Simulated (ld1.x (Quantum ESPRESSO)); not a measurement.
**Varying the PAW potential for cerium**

Base potential:

ld1.x (Quantum ESPRESSO) 7.5 input, shortened:

```
&input
   title='Ce', zed=58., rel=1, dft='PZ', iswitch=3,
   config='[Xe] 4f1 5d0 6s0 6p0'
 /
 &inputp
   pseudotype=3, lpaw=.true., tm=.true., lloc=-1, rcloc=2.15,
   nlcc=.true., new_core_ps=.true., rcore=0.85,
   which_augfun='BESSEL', rmatch_augfun=0.70
 /
8
5S  1  0   2.00   0.00  2.30  2.40  0.0
6S  2  0   0.00   0.00  2.30  2.40  0.0
5P  2  1   6.00   0.00  2.35  3.30  0.0
6P  3  1   0.00   0.00  2.35  3.30  0.0
5D  3  2   0.00   0.00  2.75  3.55  0.0
5D  3  2   0.00   0.10  2.75  3.55  0.0
4F  4  3   1.00   0.00  0.85  0.95  0.0
4F  4  3   0.00  -1.35  0.85  0.95  0.0
 &test
   configts(1)='4f1 5s2 5p6 5d0 6s0 6p0'
 /
```

All-electron outer shells of the reference configuration (LDA (PZ), scalar-relativistic, ld1.x):

| shell | level (eV) | outermost node (bohr) | outermost maximum (bohr) |
| --- | --- | --- | --- |
| 4p | -234.26 | 0.33 | 0.62 |
| 4d | -134.05 | 0.31 | 0.66 |
| 5s | -63.90 | 0.75 | 1.37 |
| 5p | -46.09 | 0.81 | 1.53 |
| 4f | -28.98 | – | 0.71 |
| 5d | -23.80 | 0.92 | 2.02 |
| 6s | -20.69 | 1.76 | 3.13 |
| 6p | -15.96 | 2.02 | 3.63 |

Cutoffs, loose and tight: the cutoffs (Ry, on a coarse ladder) from which the occupation-weighted sum of valence levels, in a spherical-Bessel basis at the reference potential, stays within 10 and 1 mRy of its value at 400 Ry. They do not see the model core or the augmentation charge, which bear on the density cutoff. Test errors are all-electron minus pseudo excitation energies from the reference, over the configurations 4f1 5s2 5p6 5d1 6s2 6p0; 4f1 5s2 5p6 5d1 6s1 6p0; 4f1 5s2 5p6 5d1 6s0 6p0; 4f0 5s2 5p6 5d2 6s1 6p0; 4f0 5s2 5p6 5d2 6s2 6p0; 4f1 5s2 5p6 5d1 6s0 6p2; 4f2 5s2 5p6 5d0 6s2 6p0 (two spin-polarised tests are not counted in the largest error). A dash means not determined; rows that change the core or the reference have their own tests. The largest error is taken over the tests solved by every variant that gives reliable tests at all: 4f1 5s2 5p6 5d1 6s0 6p0; 4f1 5s2 5p6 5d1 6s1 6p0; 4f1 5s2 5p6 5d1 6s2 6p0.

A true bound ghost makes a file unfit for plane-wave use even where its test errors are small: the radial tests pick states by their node count and pass the ghost by.

Cutoffs are not given where the Bessel-basis levels miss the radial ones by over 6 mRy, ghosts where they miss by over 20 mRy; a channel whose overlap is not positive is not tested.

A file whose overlap is not positive is unfit for use, and its test errors describe a broken file.

```csv
change,outcome,"cutoff, loose","cutoff, tight",bound ghosts,largest test error (meV)
base,"generated, overlap not positive",–,–,not determined (overlap not positive),-41
"core [Kr] 4d10 5s2, valence charge 10; reference 4f1 5p6 5d1 6s1.5 6p0.5; waves now 6s (bound): rcut 2.55, rcutus 2.80 bohr; 6s channel at 1.95 Ry: rcut 2.55, rcutus 2.80 bohr; 5p (bound): rcut 2.30, rcutus 2.45 bohr; 6p (bound): rcut 2.30, rcutus 2.45 bohr; 5d (bound): rcut 3.00, rcutus 3.95 bohr; 5d channel at 0.1 Ry: rcut 3.00, rcutus 3.95 bohr; 4f (bound): rcut 0.95, rcutus 1.35 bohr; 4f channel at -1.35 Ry: rcut 0.95, rcutus 1.35 bohr; local potential all-electron potential smoothed inside 2.65 bohr (lloc = -1); core correction Bessel-smoothed model core, default radius (core density twice the valence density); augmentation BESSEL, radius 0.85 bohr",failed: new_paw_hamiltonian: negative rho,–,–,–,–
functional PBE,generated,140 Ry,230 Ry,none,-53
reference 4f0.5 5s2 5p6 5d1.5 6s2 6p0,"generated, overlap not positive",–,–,"d (s, p not tested, overlap not positive)",test run stopped at test 1 of 9 (negative rho)
"waves 4f (bound): rcut 0.85, rcutus 1.00 bohr; 4f channel at -1.35 Ry: rcut 0.85, rcutus 1.00 bohr","generated, overlap not positive",–,–,not determined (overlap not positive),-41
"waves 5s (bound): rcut 2.30, rcutus 3.64 bohr; 6s (bound): rcut 2.30, rcutus 3.64 bohr",generated,140 Ry,230 Ry,none,test run stopped at test 1 of 9 (negative rho)
local potential all-electron potential smoothed inside 3.25 bohr (lloc = -2),generated,140 Ry,230 Ry,none,test run stopped at test 1 of 9 (negative rho)
"waves 5d (bound): rcut 2.75, rcutus 3.74 bohr; 5d channel at 0.1 Ry: rcut 2.75, rcutus 3.74 bohr","generated, overlap not positive",–,–,not determined (overlap not positive),-37
"all radii but the core radius scaled by about 0.78 (s 1.86, p 2.56, d 2.76, f 0.74 bohr, rcut 1.78/1.82/2.14/0.66); local potential all-electron potential smoothed inside 1.66 bohr (lloc = -1); augmentation BESSEL, radius 0.54 bohr",failed: new_paw_hamiltonian: negative rho,–,–,–,–
"wave 4f channel at -1.35 Ry: rcut 0.85, rcutus 0.95 bohr becomes 4f channel at -1.96 Ry: rcut 0.85, rcutus 0.95 bohr","generated, overlap not positive",–,–,not determined (overlap not positive),-41
```

Q: What comes out with this change to the base: local potential all-electron potential smoothed inside 2.50 bohr (lloc = -1)?

A: outcome: generated, overlap not positive; bound ghosts: not determined (overlap not positive); largest test error (meV): +65. A file whose overlap is not positive is unfit for use, and its test errors describe a broken file.

Q: What comes out with this change to the base: type TM; waves now 5s (bound): rc 2.40 bohr; 5p (bound): rc 3.30 bohr; 5d (bound): rc 3.55 bohr; 4f (bound): rc 0.95 bohr; local potential all-electron potential smoothed inside 3.40 bohr (lloc = -2)?

A: outcome: failed: run_pseudo: Errors in PS-KS equation. Cause: the pseudo-atom solver did not find the valence states with the expected number of nodes, which is the usual sign of a ghost state.
